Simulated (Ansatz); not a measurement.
Geometry optimisation, RKS r2SCANh-D4/cc-pVDZ in Ansatz.

input.yaml

```yaml
crystal:
  periodic: [false, false, false]
  atoms:
    - { symbol: O, position_ang: [0.4442, 1.4198, -0.2921] }
    - { symbol: Si, position_ang: [-0.1743, 0.0475, 0.3146] }
    - { symbol: O, position_ang: [1.0647, -0.981, 0.4747] }
    - { symbol: O, position_ang: [-1.1506, -0.5912, -0.769] }
    - { symbol: H, position_ang: [-0.1664, 1.8303, -1.0167] }
    - { symbol: H, position_ang: [0.53883, -1.76598, 0.77028] }
    - { symbol: H, position_ang: [1.9862, -0.5365, 0.5133] }
    - { symbol: H, position_ang: [-1.0796, -1.5416, -0.8891] }
basis:
  gaussian: { orbitals: cc-pVDZ }
hamiltonian:
  xc: r2scanh
  dispersion: d4
relax:
  f_tol: 0.02
  max_steps: 50
```

Run as:

```bash
$ ansatz run input.yaml --threads 2 --pin off --max-ram 3072MiB --backend cpu --events-out ev --progress --plain --runs-dir out
```

Task: Where does it end, and by what steps?

Result: The run converged. After 13 steps the energy has fallen by 3.577 eV; H6 moved furthest, 1.17 Å.

| step | energy less start (eV) | largest force component (eV/Å) | accepted |
| --- | --- | --- | --- |
| 0 | 0.0000 | 5.604 | yes |
| 1 | -1.4009 | 4.250 | yes |
| 2 | -2.5102 | 2.026 | yes |
| 3 | -2.9866 | 2.375 | yes |
| 4 | -3.2735 | 1.342 | yes |
| 5 | -3.3607 | 1.733 | yes |
| 6 | -3.4313 | 1.305 | yes |
| 7 | -3.5331 | 0.771 | yes |
| 8 | -3.5312 | 0.636 | no |
| 9 | -3.5651 | 0.235 | yes |
| 10 | -3.5735 | 0.167 | yes |
| 11 | -3.5760 | 0.067 | yes |
| 12 | -3.5764 | 0.026 | yes |
| 13 | -3.5766 | 0.017 | yes |

```xyz
8
Properties=species:S:1:pos:R:3
O 0.337 1.225 0.001
Si -0.717 -0.067 0.435
O 1.276 -1.229 0.426
O -1.121 -0.488 -1.170
H 0.311 1.375 -0.958
H 1.483 -1.399 1.357
H 1.695 -0.367 0.247
H -1.801 -1.169 -1.232
```

Run time: 17 s on 2 threads of Intel(R) Xeon(R) 6975P-C (Granite Rapids), with other jobs on the host, peak memory 0.18 GiB.
